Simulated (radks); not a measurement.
Values are calculated unless marked as measured or tabulated.
Dy III, configuration [Xe] 4f9.75 5f0.25 (fractional occupations, a model configuration). Level of theory: scalar-relativistic Kohn-Sham, r2SCAN, spin-polarised, spherical densities, finite nucleus; open shells are filled with parallel spins first (spin-orbit coupling, left out, can overturn this in heavy ions); meta-GGA in the generalised Kohn-Sham scheme; Fermi nuclear charge, rms radius 5.2218 fm (a radial shooting solver on a logarithmic mesh with Libxc functionals).

Unscreened Slater integrals over Kohn-Sham orbitals (cm^-1). They are taken over the spin-up orbitals.

\begin{tabular}{lr}
integral & value \\ \hline
F0(5f,5f) & 27709 \\
F2(5f,5f) & 15409 \\
F4(5f,5f) & 10291 \\
F6(5f,5f) & 7613.8 \\
F0(5f,4f) & 35088 \\
F2(5f,4f) & 1507.7 \\
F4(5f,4f) & 398.51 \\
F6(5f,4f) & 228.31 \\
G0(5f,4f) & 449.59 \\
G2(5f,4f) & 376.99 \\
G4(5f,4f) & 257.02 \\
G6(5f,4f) & 189.56 \\
F0(5f,5p) & 34778 \\
F2(5f,5p) & 3346.5 \\
G2(5f,5p) & 331.46 \\
G4(5f,5p) & 240.96 \\
F0(5f,5s) & 34847 \\
G3(5f,5s) & 122.38 \\
F0(4f,4f) & 247760 \\
F2(4f,4f) & 115480 \\
F4(4f,4f) & 72020 \\
F6(4f,4f) & 51694 \\
F0(4f,5p) & 157100 \\
F2(4f,5p) & 54166 \\
G2(4f,5p) & 29093 \\
G4(4f,5p) & 22191 \\
F0(4f,5s) & 176840 \\
G3(4f,5s) & 33780 \\
F0(5p,5p) & 131370 \\
F2(5p,5p) & 70788 \\
F0(5p,5s) & 140730 \\
G1(5p,5s) & 93992 \\
F0(5s,5s) & 153030 \\
\end{tabular}

Derived for the open shells (J is the average intra-shell exchange parameter used in DFT+U). 4f: F4/F2 = 0.624, F6/F2 = 0.448, J = (286 F2 + 195 F4 + 250 F6)/6435 = 9323 cm^-1. 5f: F4/F2 = 0.668, F6/F2 = 0.494, J = (286 F2 + 195 F4 + 250 F6)/6435 = 1292 cm^-1.
